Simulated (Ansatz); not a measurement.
Geometry optimisation, RKS PBE-D4/def2-SVP (Ansatz 0.2.0).

The input (input.yaml):

```yaml
crystal:
  periodic: [false, false, false]
  atoms:
    - { symbol: Ge, position_ang: [0.0, 0.0, 0.0] }
    - { symbol: F, position_ang: [0.0, 0.0, 2.03] }
    - { symbol: H, position_ang: [1.4616, 0.0, -0.5162] }
    - { symbol: H, position_ang: [-0.73, 1.2648, -0.5162] }
    - { symbol: Cl, position_ang: [-1.0456, -1.8115, -0.7393] }
    - { symbol: Cl, position_ang: [0.9377, -2.1999, 0.7946] }
    - { symbol: H, position_ang: [0.4704, -1.1036, 1.915] }
basis:
  gaussian: { orbitals: def2-SVP }
hamiltonian:
  xc: pbe
  dispersion: d4
relax:
  f_tol: 0.15
  max_steps: 25
  restrain:
    - { distance: [0, 5], at: 3.42, k: 30.0 }
    - { distance: [6, 1], at: 2.12, k: 30.0 }
    - { distance: [0, 1], at: 1.68, k: 30.0 }
    - { distance: [6, 5], at: 1.37, k: 30.0 }
output:
  orbitals: {}
```

Command:

```bash
$ ansatz run input.yaml --threads 2 --pin off --max-ram 3072MiB --backend cpu --events-out ev --progress --plain --runs-dir out
```

Question: Where does it end, and by what steps?

Answer: The run converged. The restraints hold the end off the free minimum. After 5 steps the energy has fallen by 2.366 eV (the restraints' own energy left out); Cl6 moved furthest, 0.79 Å. Parted: Ge1–Cl6 (2.52 → 3.43 Å).

```tsv
step	energy less start (eV)	largest force component (eV/Å)	accepted
0	0.0000	3.791	yes
1	-0.7223	3.161	yes
2	-1.2679	4.139	yes
3	-1.8522	3.094	yes
4	-2.3106	1.673	yes
5	-2.3656	1.417	yes
```

```xyz
7
Properties=species:S:1:pos:R:3
Ge -0.109 0.181 -0.101
F -0.230 0.171 1.619
H 1.374 -0.028 -0.462
H -0.783 1.494 -0.559
Cl -1.327 -1.453 -0.830
Cl 1.462 -2.529 1.291
H 0.706 -1.687 2.008
```

The run took 12 s on 2 threads of Arm Neoverse V1, with other jobs on the host, peak memory 0.14 GiB.
